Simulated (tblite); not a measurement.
Compound: C5H4ClN.
InChI=1S/C5H4ClN/c6-5-1-3-7-4-2-5/h1-4H

Computed with GFN2-xTB (tblite): harmonic, unscaled wavenumbers at the GFN2-xTB geometry, gas phase. The method is semi-empirical: single wavenumbers can be off by several per cent or more.

Harmonic wavenumbers (cm⁻¹): 171.4, 276.3, 338.8, 386.1, 471.6, 625.1, 687.8, 694.5, 791.4, 877.1, 909.7, 921.9, 992.4, 1089.4, 1104.8, 1115.0, 1202.2, 1253.4, 1278.8, 1370.7, 1437.1, 1554.0, 1564.7, 3067.2, 3067.7, 3111.3, 3112.4.

A = 6101, B = 1585, C = 1258 MHz; mass 113.003 u (most abundant isotopes); point group C2v, symmetry number 2.

Question: What is the zero-point energy?

Answer: ½Σν̃ = 16736 cm⁻¹ = 47.85 kcal/mol.

Question: What is S at 298.15 K and 1 bar for an ideal gas of classical rigid rotors and harmonic oscillators?

Answer: Translation 40.11, rotation 26.29, vibration 9.05: S = 75.5 cal/(mol K).

Question: And Cp and H(298.15 K) − H(0)?

Answer: Cp = 22.87 cal/(mol K), of which vibrations give 14.92 (their classical limit is 27 R = 53.7); H(298.15 K) − H(0) = 4.13 kcal/mol without the zero-point energy, 1.76 from vibrations.

Question: How do the functions run with temperature in this model?

Answer: 
| T (K) | S (cal/(mol K)) | Cp (cal/(mol K)) | H − H(0) (kcal/mol) | G − H(0) (kcal/mol) | ln q(vib) |
| --- | --- | --- | --- | --- | --- |
| 150 | 63.5 | 13.3 | 1.46 | -8.06 | 0.37 |
| 250 | 71.7 | 19.6 | 3.10 | -14.83 | 1.14 |
| 400 | 83.1 | 29.3 | 6.79 | -26.45 | 2.68 |
| 600 | 96.9 | 38.7 | 13.67 | -44.48 | 5.09 |
| 900 | 114.3 | 46.9 | 26.64 | -76.26 | 8.81 |

q(vib) and H(0) count from the zero-point level.

Question: What must be added to the electronic energy to get the Gibbs energy at 298.15 K and 1 bar?

Answer: ZPE + [H(298.15 K) − H(0)] − T·S = 47.85 + 4.13 − 22.50 = 29.48 kcal/mol.

Question: Which modes carry the vibrational entropy at 298.15 K?

Answer: 171.4 cm⁻¹: 2.42; 276.3 cm⁻¹: 1.56; 338.8 cm⁻¹: 1.22; 386.1 cm⁻¹: 1.02; 471.6 cm⁻¹: 0.73; 625.1 cm⁻¹: 0.41 cal/(mol K); the other 21 give 1.70 together.

Hindered rotation and anharmonicity are outside this model.

On Arm Neoverse V2, one thread, no GPU, on a shared host, this took 0.21 s of wall time. The figure is for the frequency step alone.
